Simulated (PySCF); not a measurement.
A structure optimised at PBE-D3(BJ)/def2-SVP, used in a PySCF frequency run:

```xyz
5

Zr    -0.3647     0.3075     0.0000
Cl     0.2548    -0.8865    -1.8493
Cl     0.2548    -0.8865     1.8493
O      0.5836     1.9032     0.0000
H      1.2532     2.6170     0.0000
```
Charge +1, spin multiplicity 1.

Write its SMILES, formula and point group.

[OH][Zr+]([Cl])[Cl], Cl₂HOZr, Cs

What are its rotational constants (standard atomic weights)?

3.3068, 1.9009, 1.3589 GHz
